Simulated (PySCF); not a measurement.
Bonds: Si1-Cl2 2.041 Å, Si1-Cl3 2.034 Å, Si1-Cl4 2.042 Å, Si1-O5 1.618 Å, O5-Si6 1.672 Å. Si6 carries H7, H8, H9.

Geometry: PBE0-D3(BJ)/def2-SVP; GIAO absolute shieldings from PySCF 2.14.0 with density-fitted response routines, gas phase, non-relativistic, averaged over equivalent atoms.

At PBE0/pcSseg-1 (152 basis functions, 22 s wall time on 1 thread of an Arm Neoverse V1, shared host):
```
      atoms  σ (ppm)
        Si1    371.1
        Si6    385.8
Cl2/Cl3/Cl4    795.1
         O5    247.4
   H7/H8/H9    26.21
```

**Question.** What do these become at KT2/pcSseg-1?

**Answer.** 
```json
{"atoms": "Si1", "σ at KT2/pcSseg-1": "382.0", "change": "+10.9"}
{"atoms": "Si6", "σ at KT2/pcSseg-1": "392.9", "change": "+7.1"}
{"atoms": "Cl2/Cl3/Cl4", "σ at KT2/pcSseg-1": "767.9", "change": "-27.2"}
{"atoms": "O5", "σ at KT2/pcSseg-1": "234.4", "change": "-13.0"}
{"atoms": "H7/H8/H9", "σ at KT2/pcSseg-1": "25.99", "change": "-0.22"}
```

The largest change is at Cl2/Cl3/Cl4 (chlorine bonded to Si). Cost: 152 basis functions, 18 s wall time on 1 thread of an Arm Neoverse V1, shared host.
